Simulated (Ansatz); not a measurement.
Ag3H4⁻, relaxed as a singlet with RKS r2SCAN-D4/def2-TZVPD in Ansatz, starting from the GFN1-xTB geometry. Force threshold 0.02 eV/Å.

In the def2 sets Ag takes a core potential; there is no spin–orbit coupling. The structure comes from a short search, and lower isomers may exist.

Start:

```xyz
7

Ag    1.4007   -0.8437    1.9804
Ag   -1.4378    1.0762   -1.8359
Ag    0.1151   -0.6624   -0.4164
H    -1.3163   -0.4902   -1.2893
H    -1.4500    2.5861   -2.2903
H     1.1234   -0.5850    3.5108
H     1.5648   -1.0809    0.3407
```

| step | energy (eV) | largest force component (eV/Å) | SCF passes |
| --- | --- | --- | --- |
| 1 | -12071.3371 | 1.028 | 17 |
| 2 | -12071.5978 | 0.125 | 21 |
| 3 | -12071.6063 | 0.061 | 20 |
| 4 | -12071.6112 | 0.012 | 18 |
| 5 | -12071.6155 | 0.062 | 20 |
| 6 | -12071.6168 | 0.099 | 19 |
| 7 | -12071.6188 | 0.076 | 19 |
| 8 | -12071.6217 | 0.040 | 19 |
| 9 | -12071.6231 | 0.039 | 19 |
| 10 | -12071.6242 | 0.051 | 19 |
| 11 | -12071.6252 | 0.051 | 19 |
| 12 | -12071.6262 | 0.047 | 19 |
| 13 | -12071.6269 | 0.046 | 19 |
| 14 (rejected) | -12071.6267 | 0.075 | 19 |
| 15 | -12071.6275 | 0.024 | 20 |
| 16 (rejected) | -12071.6273 | 0.040 | 19 |
| 17 | -12071.6276 | 0.025 | 20 |
| 18 | -12071.6282 | 0.007 | 20 |
| 19 | -12071.6283 | 0.023 | 19 |
| 20 | -12071.6284 | 0.017 | 15 |
| 21 | -12071.6285 | 0.012 | 20 |

Force components are those of the run's own axes.

End:

Cartesian coordinates in Å:
```
Ag 1.445 -1.065 2.140
Ag -1.452 1.110 -2.113
Ag 0.014 -0.092 -0.056
H -1.580 0.043 -0.705
H -1.542 2.071 -3.448
H 1.503 -1.805 3.611
H 1.613 -0.262 0.571
```

By distances, no bond broke or formed. The bond that changes most is Ag2–H4, from 1.66 to 1.77 Å (atoms count from 1).

The force fell under the threshold at step 4, but the optimiser went on and released 0.017 eV more. No frequencies were taken in this run, so the end may be a saddle point.

Hardware: 4 threads of Arm Neoverse V2 on a shared host. Wall time 46 s.
